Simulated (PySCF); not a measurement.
This script is equivalent to a calculation on Cl²⁺ (chlorine, charge +2).

```python
from pyscf import gto, scf, dft, mp, cc
import basis_set_exchange as bse
mol = gto.M(atom="Cl 0 0 0", charge=2, spin=3, symmetry="D2h",
            basis=gto.basis.parse(bse.get_basis("Sapporo-DZP-2012", elements=["Cl"], fmt="nwchem", header=False)),
            nucmod="G")
mf = dft.UKS(mol, xc="MN15").sfx2c1e()
mf.irrep_nelec = {'Ag': (3, 3), 'B1u': (2, 1), 'B2u': (2, 1), 'B3u': (2, 1)}
mf.kernel()
```

Q: What total energy does it give?

A: -459.912 hartree (calculated).

Q: Which occupied shell lies highest, and where?

A: 3p α, at -35.700 eV.

Q: What is ⟨S²⟩, and what would a pure spin state give?

A: 3.750, against 3.75.
